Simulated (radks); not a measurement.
Values are calculated unless marked as measured or tabulated.
How relativity changes the ionisation of neutral krypton ([Kr]) to Kr+ ([Ar] 3d10 4s2 4p5). Spin-unpolarised spherical Kohn-Sham, PBE, point nucleus unless stated (finite: rms radius 4.1884 fm), a radial shooting solver on a logarithmic mesh with Libxc functionals. A level marked "c x" has the speed of light scaled by that factor and shares open shells by 2j + 1; other Dirac levels either fill j = l - 1/2 first or share by 2j + 1.

level	E(Kr) (hartree)	E(Kr+) (hartree)	IE (eV)	HOMO	<r> HOMO (bohr)
non-rel.	-2753.41611	-2752.89009	14.314	4p	1.952
scalar-rel.	-2790.26526	-2789.74015	14.289	4p	1.946
scalar-rel., finite nucleus	-2790.24145	-2789.71634	14.289	4p	1.946
Dirac, 2j+1 shares	-2790.47967	-2789.95429	14.296	4p3/2	1.962
Dirac, low j first	-2790.47967	-2789.96307	14.057	4p3/2	1.962
Dirac, 2j+1 shares, finite nucleus	-2790.45584	-2789.93045	14.296	4p3/2	1.962
Dirac, c x 0.85	-2805.41617	-2804.89093	14.293	4p3/2	1.966
Dirac, c x 1.5	-2769.57680	-2769.05111	14.305	4p3/2	1.956
Dirac, c x 5	-2754.85098	-2754.32500	14.313	4p3/2	1.952

NIST Atomic Spectra Database: 14.000 eV (measured). The relativistic part of the total energy of Kr is -37.04 hartree (Dirac, 2j+1 shares, finite nucleus), 1.3 % of the non-relativistic value. Spin polarisation and multiplet splitting of open shells are left out at every level.

Beside tabulated values, note that spin-unpolarised runs miss the spin-polarisation part of the exchange energy of open shells.
